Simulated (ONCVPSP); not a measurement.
# manganese: excitation energies, all-electron against ONCV

* Element: Mn (Z = 25)
* Generator: ONCVPSP 4.0.1
* Type: optimised norm-conserving Vanderbilt (ONCV)
* Functional: PBE
* Relativity: scalar-relativistic
* Frozen core: [Ne]
* Valence charge: 15
* Reference configuration: 3s2 3p6 3d5 4s1 (charge +1)
* Partial waves: 3s+4s: rc 1.20 bohr, ncon 4, nbas 7, qcut 12.1 1/bohr, 2 projectors; 3p: rc 1.30 bohr, ncon 4, nbas 8, qcut 9.6 1/bohr, 2 projectors, debl 0.7 Ha; 3d: rc 1.80 bohr, ncon 4, nbas 8, qcut 9.1 1/bohr, 2 projectors, debl 1.3 Ha
* Local potential: polynomial inside 1.15 bohr (lpopt 5, dvloc0 4 Ha)
* Core correction: none

In the p channel the program set the typed energies aside and used -2.309, 0.250 Ha.

Energies are relative to the spin-unpolarised reference configuration 3s2 3p6 3d5 4s1; without spin polarisation the order of configurations can differ from experiment.

(1) Give the all-electron excitation energy and the error of the potential for: 3s2 3p6 3d5 4s2; 3s2 3p6 3d5 4s0; 3s2 3p6 3d4 4s0; 3s2 3p6 3d5 4s1.5.

## Answers

(1)

```json
{"valence configuration": "3s2 3p6 3d5 4s2", "charge": "0", "ΔE all-electron (eV)": "-8.416", "error AE − PS (meV)": "+2.3"}
{"valence configuration": "3s2 3p6 3d5 4s0", "charge": "+2", "ΔE all-electron (eV)": "15.599", "error AE − PS (meV)": "+0.9"}
{"valence configuration": "3s2 3p6 3d4 4s0", "charge": "+3", "ΔE all-electron (eV)": "48.118", "error AE − PS (meV)": "+76"}
{"valence configuration": "3s2 3p6 3d5 4s1.5", "charge": "+0.5", "ΔE all-electron (eV)": "-5.056", "error AE − PS (meV)": "+0.9"}
```
